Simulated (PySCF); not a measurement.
Computed IR spectrum (relative IR intensity) of a molecule C3H7O, multiplicity 2. Geometry: PBE-D3(BJ)/def2-SVP. The values are those of a single conformer. Method: PBE-D3(BJ)/def2-SVP (PySCF 2.14.0). Harmonic, unscaled wavenumbers; measured fundamentals usually lie a few per cent lower.

Lines under 2 % of the strongest are left out, and lines within 2 cm⁻¹ are merged.

```tsv
ν (cm⁻¹)	relative intensity
233	2.9
347	2.4
408	5.3
442	22
841	78
872	23
964	13
1013	59
1088	54
1124	32
1204	89
1302	7.9
1327	8.0
1396	14
1401	14
1413	38
1421	35
2687	89
2972	86
2977	42
3066	6.9
3070	100
3087	86
```

**Question.** Identify the compound among the candidates.
A. CC(C)[O]
B. [CH2]OCC
C. C[CH]CO
D. C[C](C)O

**Answer.** A, CC(C)[O]
